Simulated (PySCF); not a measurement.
## Identify the compound

Molecular formula: C5H5ClO. Simulated spectra:

¹H NMR (400 MHz, computed): δ 7.33 (m, 1H), 6.56 (m, 1H), 2.44 (s, 3H).

¹³C{¹H} NMR (computed): δ 153.7 (C), 144.0 (CH), 125.0 (C), 119.7 (CH), 13.5 (CH3).

One conformer, no solvent, non-relativistic Hamiltonian, equivalent nuclei averaged. GIAO PBE0/pcSseg-1 shieldings; GFN2-xTB geometry; PySCF 2.14.

Shifts are taken against calculated references (same method and geometry level): ¹H (σref 31.72), ¹³C (σref 186.93) vs TMS.

Q: Propose a structure and justify it.

A: 
- The formula gives 3 degrees of unsaturation (1 ring in the answer).
- 5 carbon signals for 5 carbons: no two carbons are equivalent.
- Carbon types of the structure: 2 × C, 2 × CH, 1 × CH3, which accounts for all hydrogens.
- δC 153.7: substituted aromatic carbon next to the ring oxygen.
- δC 144.0: aromatic CH next to the ring oxygen.
- δC 125.0: aromatic carbon bearing chlorine.
- δC 119.7: aromatic CH.
- δC 13.5: methyl carbon on an aromatic ring; aliphatic region, no heteroatom directly attached.
- δH 7.33: hydrogen on an aromatic CH next to the ring oxygen; ring-current deshielding.
- δH 2.44: hydrogen on a methyl carbon on an aromatic ring; benzylic-type position, deshielded by the ring.

The compound is `Cc1occc1Cl`.

The shifts were computed for this structure.

Carbons that carry Cl, above all several Cl atoms, come out too deshielded, partly because spin–orbit coupling is missing. Shifts are as computed. Against solution values, carbons near 30 ppm lie about +3 ppm off and those near 130 ppm about +5 ppm; carbons on Cl a further +6 ppm. Of 1211 compounds with measured shifts, 218 miss one by over three times the rms of a fit or turn the order of signals round; such compounds aren't used in these exercises. Multiplicities follow the n + 1 count of equivalent neighbours, as no J values were calculated; m marks all less simple cases, F and P coupling included.
